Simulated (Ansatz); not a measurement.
The same group exchange along the group Al, Ga, In.

Calculated with Ansatz (gas phase, PBE0-D4/def2-TZVP geometries, no zero-point term in ΔE). CCSD(T)/CBS is the MP2 limit (def2-TZVPP, def2-QZVPP) plus CCSD(T) − MP2 in def2-TZVPP, frozen cores. DFT in def2-TZVPP. def2 core potentials past Kr. For Ga, In outer-core shells are correlated without core-valence functions, which leaves a few kJ/mol of doubt a bond. Scalar relativity is left out up to krypton. Each species was taken in one conformer, which may not be the lowest.

```json
{"reaction": "`[OH][Al]([Cl])[O][SiH3]` + `C=C(O)CS` → `[OH][Al]([SH])[O][SiH3]` + `C=C(O)CCl`", "PBE-D4 (eV)": "0.59", "MP2/CBS(def2) (eV)": "0.70"}
{"reaction": "`[OH][Ga]([Cl])[O][SiH3]` + `C=C(O)CS` → `[OH][Ga]([SH])[O][SiH3]` + `C=C(O)CCl`", "PBE-D4 (eV)": "0.34", "MP2/CBS(def2) (eV)": "0.42"}
{"reaction": "`[OH][In]([Cl])[O][SiH3]` + `C=C(O)CS` → `[OH][In]([SH])[O][SiH3]` + `C=C(O)CCl`", "PBE-D4 (eV)": "0.26", "MP2/CBS(def2) (eV)": "0.32"}
```

**Question.** Give the CCSD(T)/CBS values in the same order. (Best estimate.)

**Answer.** The calculation gave: 0.67, 0.40, 0.32 eV.

Largest T1 diagnostic: 0.016, for `[OH][In]([SH])[O][SiH3]`.
